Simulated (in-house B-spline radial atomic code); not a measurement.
RPA and G0W0 for Ar³⁺, [Ne] 3s2 3p3, highest spin, as one setting changes: the share of exact exchange in the PBE hybrid start. A dash marks a level of low quasi-particle weight. Computed with a B-spline radial code for spherical atoms: all electrons, non-relativistic, point nucleus, each spin shell either full or empty, empty states to l = 9 with an (l + 1/2)⁻⁴ tail; G0W0 by contour deformation at full frequency.

| share of exact exchange in the PBE hybrid start | mean-field level (eV) | G0W0 level (eV) | RPA correlation (Eh) |
| --- | --- | --- | --- |
| 0 | -51.61 | 3p up -59.10 | -0.91849 |
| 0.1 | -52.46 | 3p up -59.18 | -0.90466 |
| 0.2 | ? | ? | ? |
| 0.3 | -54.16 | 3p up -59.31 | -0.87942 |
| 0.4 | ? | ? | ? |
| 0.5 | -55.86 | 3p up -59.42 | -0.85678 |
| 0.6 | -56.72 | 3p up -59.46 | -0.84626 |
| 0.7 | -57.57 | 3p up -59.49 | -0.83621 |
| 0.8 | -58.42 | 3p up -59.53 | -0.82658 |
| 0.9 | -59.27 | 3p up -59.56 | -0.81734 |
| 1 | -60.12 | 3p up -59.58 | -0.80845 |

What belongs in the row for 0.2?

mean-field level (eV): -53.31; G0W0 level (eV): 3p up -59.25; RPA correlation (Eh): -0.89168.

What belongs in the row for 0.4?

mean-field level (eV): -55.01; G0W0 level (eV): 3p up -59.37; RPA correlation (Eh): -0.86781.

At what share of exact exchange does G0W0 leave the highest level unchanged?

Near 0.93, where the shift changes sign (-0.287 eV at 0.9, +0.538 eV at 1).
